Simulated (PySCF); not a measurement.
Gas-phase reaction: Ga2O + H + OH → 2 GaOH. Level: ωB97M-V/def2-TZVP†; standard pressure 1 bar.

Method: PySCF energies plus ideal-gas RRHO corrections (1 bar). † marks an energy on the PBE0/def2-TZVP geometry and frequencies. Open shells (unrestricted): H (multiplicity 2), OH (multiplicity 2, electronic degeneracy 4); the rest are closed-shell singlets. Spin-orbit splitting is ignored; it lowers the true energy and changes the entropy of OH. Ga: all electrons, no relativistic terms. GaOH: computed as isolated molecules; such fragments, hydroxides, amides, oligomers or adducts are transient or little studied in the gas. The harmonic model lacks anharmonicity and excited electronic states, which grow with temperature; levels with a mode under 35 cm⁻¹ are left out. Soft modes under 120 cm⁻¹ make the harmonic entropy rough for Ga2O.

```tsv
T (K)	1000/T (1/K)	log10 K
500	2.0000	42.92
600	1.6667	?
800	1.2500	24.81
1000	1.0000	18.72
1200	0.8333	14.64
1400	0.7143	11.71
```

### Question
Fit log10 K = a + b·(1000/T) to the five rows, get the mean ΔH° and ΔS°, and predict log10 K at 600 K.

### Answer
Means: 1000/T = 1.1595, log10 K = 22.560. Sums of products about the means: Sxy = 25.34261, Sxx = 1.044680, so b = Sxy/Sxx = 24.26 and a = 22.560 − (24.26)×1.1595 = -5.57.
ΔH° = −R ln 10 × 1000 K × b = −19.145 × (24.26) = -464 kJ; ΔS° = R ln 10 × a = -107 J/K. The run's own values go from -461 kJ and -100 J/K at 500 K to -472 kJ and -113 J/K at 1400 K.
Prediction at 600 K: -5.57 + (24.26)×1.6667 = 34.86. The computed value is 34.89, 0.03 from the line.
For scale, ΔH°(298 K) is -457 kJ at this level, -451 kJ at ωB97X-V/def2-TZVP†, and runs from -717 to -279 kJ over the 18 levels computed.
